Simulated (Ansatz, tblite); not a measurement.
Cost and result up the ladder for B2(F)4 (B2F4) (6 atoms). Charge 0, multiplicity 1. Geometry: r2SCAN-D4/def2-SVP.

```xyz
6

B     0.1851    0.7979   -0.2608
F    -0.0133    1.8477    0.5189
F     0.6804    1.0376   -1.4635
B    -0.1841   -0.7979    0.2615
F    -1.3806   -1.3293    0.0734
F     0.7125   -1.5560    0.8705
```

Ansatz on 4 threads of Arm Neoverse V1 on a shared host; xTB runs through tblite on one thread. Times are rough, summed over both states, and most runs start from the orbitals of an earlier one. PBE0-D4/def2-TZVP serves as the yardstick here, not as an exact answer. The other state is a doublet.

The xTB rows come from tblite.

Raw xTB energies of ions are shifted by several eV.

| level | functions | wall time | vertical IE (eV) | difference from PBE0-D4/def2-TZVP (eV) |
| --- | --- | --- | --- | --- |
| GFN2-xTB | 24 | 0.004 s | 16.45 | 3.69 |
| GFN1-xTB | 24 | 0.006 s | 17.11 | 4.35 |
| PBE-D4/def2-TZVP | 186 | 2.8 s | 12.13 | -0.63 |
| PBE0-D4/def2-TZVP | 186 | 3.8 s | 12.76 | 0.00 |
| r2SCAN-D4/def2-TZVP | 186 | 6.4 s | 12.37 | -0.39 |
